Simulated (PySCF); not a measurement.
C3H5ClF2. Atoms are numbered in the order given.

```xyz
11

C     -1.7493    -0.1839     0.0349
C     -0.4739     0.6204    -0.0823
F     -0.1347     1.1232     1.1494
F     -0.6862     1.7086    -0.9099
C      0.7402    -0.1012    -0.6731
Cl     1.1979    -1.5625     0.2559
H     -1.5823    -1.0572     0.6918
H     -2.5370     0.4599     0.4692
H     -2.0747    -0.5358    -0.9623
H      1.5951     0.6010    -0.6661
H      0.5209    -0.4028    -1.7145
```

Geometry: PBE-D3(BJ)/def2-SVP. Other conformers were not sampled.

Computed with PBE-D3(BJ)/def2-SVP (PySCF 2.14.0).

Frequencies are harmonic and unscaled.

Computed normal modes with their intensities:
```csv
mode,ν (cm⁻¹),IR (km/mol),moving atoms (share of kinetic energy)
1,97,3.0,"C 29 %, F 29 %, Cl 21 %, H 21 %"
2,190,3.2,"Cl 35 %, C 30 %, F 24 %, H 11 %"
3,226,0.4,H 93 %
4,326,3.0,"H 34 %, F 31 %, C 31 %"
5,333,0.3,"F 53 %, Cl 19 %, C 15 %, H 13 %"
6,413,1.4,"F 46 %, H 23 %, C 21 %, Cl 11 %"
7,491,14.0,"C 39 %, F 38 %, H 23 %"
8,541,5.1,"F 61 %, C 25 %, H 11 %"
9,751,14.1,"C 66 %, F 13 %, H 13 %, Cl 9 %"
10,808,27.9,"C 56 %, F 18 %, H 17 %, Cl 9 %"
11,855,10.2,"H 53 %, C 36 %, F 10 %"
12,918,35.6,"H 50 %, C 30 %, F 19 %"
13,940,15.4,"H 53 %, C 32 %, F 15 %"
14,1073,37.5,"H 78 %, C 16 %"
15,1131,130.1,"C 58 %, H 33 %, F 9 %"
16,1217,63.8,"C 54 %, H 43 %"
17,1254,40.7,"H 50 %, C 47 %"
18,1270,29.8,"C 53 %, H 46 %"
19,1354,74.7,"H 55 %, C 45 %"
20,1386,7.0,H 92 %
21,1405,6.3,H 94 %
22,1411,0.3,H 92 %
23,3001,1.8,H 97 %
24,3026,7.9,H 95 %
25,3101,0.5,"H 90 %, C 10 %"
26,3104,4.8,"H 90 %, C 10 %"
27,3112,1.2,"H 90 %, C 10 %"
```
